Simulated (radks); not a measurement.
Results of a calculation; reference values are marked as such.
Q: Code: a radial shooting solver on a logarithmic mesh with Libxc functionals. Model: Dirac Kohn-Sham, PBEsol, spin-unpolarised, spherical densities, finite nucleus; open shells fill j = l - 1/2 first; Fermi nuclear charge, rms radius of each element as measured or else 0.836 A^(1/3) + 0.57 fm. Each species is in its NIST ground configuration. Rank Ta, Os, Lu, Au, W, Hf, Hg, Re, Ir, Pt by radius at which the density is 0.001 e/bohr^3 (bohr), largest first.

A: Lu 5.05, Hf 4.97, Ta 4.88, W 4.78, Re 4.69, Os 4.60, Ir 4.52, Pt 4.35, Hg 4.30, Au 4.27.
